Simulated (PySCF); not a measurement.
Fractional electron number in Os(2+) (osmium, charge +2)

The 5d beta orbital of [Xe] 4f14 5d6 is emptied in steps (occupation f), with all orbitals relaxed, ending at [Xe] 4f14 5d5. All numbers are calculated (PySCF 2.14, scalar relativity through the core potential, in def2-TZVPPD with the def2 core potential (60 electrons) (6s5p3d2f1g, 59 functions)). The exact energy is a straight line in f; departures are measured from the line between the end points of the same method.

| f | PBE0 (eV) | r2SCAN (eV) | LC-wPBE (eV) |
| --- | --- | --- | --- |
| 1 | 0.000 | 0.000 | 0.000 |
| 0.75 | -0.708 | -0.900 | -0.161 |
| 0.5 | -0.945 | -1.181 | -0.215 |
| 0.25 | -0.708 | -0.863 | -0.161 |
| 0 | 0.000 | 0.000 | 0.000 |

```csv
method,E(f=0) − E(f=1) (eV),−ε at f=1 (eV),−ε at f=0.5 (eV)
PBE0,26.790,23.025,26.789
r2SCAN,26.498,21.654,26.597
LC-wPBE,26.742,25.885,26.742
```

Orbital energy along the path (eV):

```json
{"f": "1", "PBE0": "-23.025", "r2SCAN": "-21.654", "LC-wPBE": "-25.885"}
{"f": "0.75", "PBE0": "-24.897", "r2SCAN": "-24.141", "LC-wPBE": "-26.310"}
{"f": "0.5", "PBE0": "-26.789", "r2SCAN": "-26.597", "LC-wPBE": "-26.742"}
{"f": "0.25", "PBE0": "-28.684", "r2SCAN": "-28.911", "LC-wPBE": "-27.171"}
{"f": "0", "PBE0": "-30.539", "r2SCAN": "-30.842", "LC-wPBE": "-27.596"}
```

Reference removal energy between the ground levels: 25 ± 1.6 eV (theoretical estimate listed by NIST; NIST Atomic Spectra Database, ionization energies). The calculation has no spin-orbit coupling. The determinant left behind need not be the lowest term of the ion.
